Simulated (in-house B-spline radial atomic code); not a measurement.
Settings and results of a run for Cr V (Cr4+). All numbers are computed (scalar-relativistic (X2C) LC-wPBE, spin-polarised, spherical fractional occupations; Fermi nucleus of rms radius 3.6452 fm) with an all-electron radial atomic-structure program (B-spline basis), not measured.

Command:
```bash
python run_scf.py task.json out
```
Settings (nuclear radius in fm, mass in u):
```
Z                24
configuration    [Ar] 3d2
hamiltonian      x2c
method           lc_wpbe
spin_polarised   True
nucleus          fermi
rms_radius       3.6452
atomic_mass      51.9405
speed_of_light   137.035999084
```

Output (hartree, bohr):
```
 radial grid: 67 intervals, B-splines of order 8, outer radius 14.6809 bohr

 iter        energy (Eh)    residual
    1       -1037.079429    6.38e-01
    2       -1044.534853    3.26e-01
    3       -1046.334600    9.61e-02
    4       -1046.508545    2.68e-02
    5       -1046.520097    1.32e-02
    6       -1046.523421    1.05e-03
    7       -1046.523431    5.13e-05
    8       -1046.523431    1.31e-05
    9       -1046.523431    4.91e-07
   10       -1046.523431    2.63e-08

 total energy                     -1046.52343
 kinetic                            1058.9443
 electron-nucleus                  -2454.7576
 Hartree                             396.1795
 exact exchange                       -4.1455
 exchange-correlation                -42.7441

 orbital      occ     eigenvalue          <r>       <r^2>       <1/r>     <1/r^3>     <1/r^2>       r_max
 1s up      1.000      -218.4430    0.0632613  0.00539528     24.1644           -     1235.89     0.04128
 1s down    1.000      -218.4436    0.0632612  0.00539524     24.1645           -     1235.89     0.04128
 2s up      1.000       -27.0639      0.29298     0.10149     5.09124           -     114.894      0.2435
 2s down    1.000       -27.0274     0.292721    0.101296     5.09596           -     115.095      0.2433
 2p up      3.000       -23.1357     0.259977   0.0832129     4.95143     363.925      33.854      0.1978
 2p down    3.000       -23.1074     0.259665   0.0829892     4.95598     364.644      33.907      0.1977
 3s up      1.000        -5.1545      0.87557    0.880237      1.6185           -     17.6302      0.7685
 3s down    1.000        -5.0600     0.877406    0.884336      1.6145           -     17.5348      0.7689
 3p up      3.000        -4.0607     0.915983    0.979127     1.49499     47.7277     4.95909      0.7834
 3p down    3.000        -3.9609     0.918356    0.984853     1.49091     47.4208      4.9313      0.7837
 3d up      2.000        -2.1356      1.02056     1.27488     1.23637     4.47787     2.00366      0.7664
```

Time taken, with all properties: 0.6 s on 1 thread of Arm Neoverse V2 (shared host).

Caution: exact exchange at fractional occupations of open shells leaves self-interaction of up to several eV.
